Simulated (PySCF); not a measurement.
Frontier levels across methods

Species: CH6BN3O.
Atom-mapped SMILES: `[NH2:1][B:2]([NH2:3])[NH:4][CH:5]=[O:6]` (hydrogens: H7, H8 on N1; H9, H10 on N3; H11 on N4; H12 on C5)

Cartesian coordinates in Å at the PBE0-D3(BJ)/def2-SVP level; atoms count from 1:
```xyz
12
CH6BN3O angstrom
N     -1.3654   -1.1633   -0.6752
B     -0.5399   -0.1541   -0.1116
N     -1.0301    1.0195    0.4856
N      0.9210   -0.3661   -0.1658
C      1.8840    0.4583    0.3235
O      1.7016    1.5124    0.8942
H     -1.0133   -2.0062   -1.1027
H     -2.3724   -1.0991   -0.6857
H     -2.0087    1.2463    0.5704
H     -0.3720    1.6869    0.8714
H      1.2799   -1.2040   -0.6066
H      2.9176    0.0681    0.1505
```

Basis pcSseg-2 throughout (PySCF), one geometry. The structure is a single PBE0-D3(BJ)/def2-SVP conformer in the gas phase; no vibrational or solvent corrections.

Task: How do the orbital energies, the gap and the dipole change with the method?

Result: 
```csv
method,kind,HOMO (eV),LUMO (eV),gap (eV),μ (D),SCF cycles
BLYP,GGA,-5.55,-0.72,4.83,3.86,16
OPBE,GGA,-5.62,-0.67,4.95,3.82,16
B97-D,GGA,-5.66,-0.72,4.94,3.86,15
PBE,GGA,-5.67,-0.83,4.85,3.85,16
KT3,GGA,-5.74,-0.75,4.99,3.78,16
KT2,GGA,-5.75,-0.79,4.96,3.79,16
BP86,GGA,-5.78,-0.91,4.87,3.86,16
LDA,LDA,-5.86,-1.10,4.75,3.94,16
B97-2,global hybrid,-6.78,0.20,6.98,3.90,15
B3LYP,global hybrid,-6.82,-0.11,6.71,3.91,15
PBE0,global hybrid,-7.06,0.23,7.28,3.91,14
mPW1PW91,global hybrid,-7.08,0.21,7.29,3.92,15
BHandHLYP,global hybrid,-8.37,0.71,9.07,3.99,13
CAM-B3LYP,range-separated hybrid,-8.49,0.87,9.36,3.94,14
wB97X-D,range-separated hybrid,-8.96,1.96,10.92,3.93,14
LC-wPBE,range-separated hybrid,-9.90,2.06,11.95,3.93,15
HF,Hartree–Fock,-10.46,2.35,12.80,4.09,11
```

The HOMO spans 4.91 eV, from BLYP down to HF, and the gap runs from 4.75 eV (LDA) to 12.80 eV (HF). Over the methods BLYP (0 %), OPBE (0 %), B97-D (0 %), PBE (0 %), KT3 (0 %), KT2 (0 %), BP86 (0 %), LDA (0 %), B97-2 (21 %), B3LYP (20 %), PBE0 (25 %), mPW1PW91 (25 %), BHandHLYP (50 %), HF (100 %), a straight line through the gap against the share of exact exchange rises by 0.81 eV for each 10 % (correlation coefficient 0.997). The dipole ranges from 3.78 D (KT3) to 4.09 D (HF). This basis has no diffuse functions.

The vertical ΔSCF ionisation energy at B3LYP/def2-SVPD is 9.19 eV; −ε(HOMO) comes closest to it with wB97X-D (8.96 eV).
